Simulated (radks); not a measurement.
Species: the lutetium ion Lu4+. Configuration: [Xe] 4f13. Method: scalar-relativistic Kohn-Sham, BLYP, spin-polarised, spherical densities, finite nucleus; open shells are filled with parallel spins first (spin-orbit coupling, left out, can overturn this in heavy ions); Fermi nuclear charge, rms radius 5.37 fm; computed with a radial shooting solver on a logarithmic mesh with Libxc functionals.

Normalised radial functions P(r) = r R(r), r in bohr:

```
   r/bohr * 4f down (the largest magnitude, 1.2, reaches the edge; | marks zero)
  0.00282 *
 0.003701 *
 0.004897 *
 0.006428 *
 0.008505 *
  0.01116 *
  0.01477 *
  0.01939 *
  0.02565 *
  0.03394 *
  0.04455 |*
  0.05895 |*
  0.07737 |  *
   0.1024 |      *
   0.1344 |            *
   0.1778 |                     *
   0.2334 |                                  *
   0.3088 |                                              *
   0.4053 |                                                      *
   0.5363 |                                                      *
   0.7039 |                                              *
   0.9314 |                                  *
    1.232 |                      *
    1.617 |            *
     2.14 |     *
    2.809 | *
    3.717 *
```

4f down: eigenvalue -56.910 eV, 0 radial nodes, <r> = 0.685 bohr, 90 % of the charge inside 1.16 bohr.
